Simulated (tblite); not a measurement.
C8H8NP.
SMILES: `C#CC1=PC(C)=C(C)C=N1`

Computed values, GFN2-xTB/tblite, gas phase, harmonic and unscaled. The method is semi-empirical: single wavenumbers can be off by several per cent or more.

Harmonic wavenumbers (cm⁻¹): 65.3, 110.7, 120.1, 134.6, 192.3, 220.6, 304.2, 309.6, 348.6, 365.0, 398.6, 411.6, 458.9, 506.2, 613.8, 631.7, 660.4, 666.5, 695.9, 746.6, 861.1, 936.9, 1002.8, 1004.3, 1025.6, 1080.0, 1118.6, 1180.6, 1255.1, 1293.2, 1368.4, 1398.4, 1407.4, 1465.7, 1468.9, 1481.7, 1484.7, 1496.8, 1523.8, 2234.1, 2987.4, 2998.6, 3001.3, 3013.2, 3022.0, 3026.6, 3041.9, 3389.7.

A = 2467, B = 834.4, C = 628.4 MHz; mass 149.039 u (most abundant isotopes); point group Cs, symmetry number 1.

**Question.** Zero-point energy?

**Answer.** ½Σν̃ = 29265 cm⁻¹ = 83.67 kcal/mol.

**Question.** Give the ideal-gas entropy at 350 K and 1 bar in the rigid-rotor, harmonic-oscillator model (classical rotation).

**Answer.** Translation 41.73, rotation 30.38, vibration 34.66: S = 106.8 cal/(mol K).

**Question.** And Cp and H(350 K) − H(0)?

**Answer.** Cp = 45.58 cal/(mol K), of which vibrations give 37.63 (their classical limit is 48 R = 95.4); H(350 K) − H(0) = 9.46 kcal/mol without the zero-point energy, 6.67 from vibrations.

**Question.** What must be added to the electronic energy to get the Gibbs energy at 350 K and 1 bar?

**Answer.** ZPE + [H(350 K) − H(0)] − T·S = 83.67 + 9.46 − 37.37 = 55.76 kcal/mol.

**Question.** Which modes carry the vibrational entropy at 350 K?

**Answer.** 65.3 cm⁻¹: 4.61; 110.7 cm⁻¹: 3.57; 120.1 cm⁻¹: 3.41; 134.6 cm⁻¹: 3.19; 192.3 cm⁻¹: 2.51; 220.6 cm⁻¹: 2.25 cal/(mol K); the other 42 give 15.14 together.

Hindered rotation and anharmonicity are outside this model.
